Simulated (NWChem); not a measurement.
Molecule: SiPH$_{4}$, doublet; SMILES [PH][SiH3]

```xyz
6

Si     0.0295     1.0235     0.0011
P      0.0816    -1.2373     0.0043
H     -0.6957     1.5346     1.2069
H      1.4266     1.5500     0.0163
H     -0.6677     1.5309    -1.2227
H     -1.3517    -1.3044    -0.0056
```
Atoms are numbered in this order, from 1.

Level: PBE0/def2-SVP, spin-unrestricted (NWChem), optimised geometry, unscaled harmonic frequencies. 

```
frequency (cm⁻¹)  IR intensity (km/mol)
----------------  ---------------------
191                                 6.4
452                                 2.2
480                                20.9
492                                21.5
772                                20.2
890                               234.9
930                                40.2
934                                39.0
2213                               58.4
2219                               95.1
2244                               85.0
2380                               54.8
```

| Item | Result |
|---|---|
| zero-point energy | 20.3 kcal/mol |
| thermal correction to the enthalpy at 298.15 K (with zero-point energy) | 23.6 kcal/mol |
| heat capacity Cv | 13.9 cal/(mol K) |
| entropy at 298.15 K and 1 atm (symmetry number 1, electronic part: spin degeneracy alone) | 67.3 cal/(mol K) |
| dipole moment | 0.78 D |

Rigid rotor and harmonic oscillator.
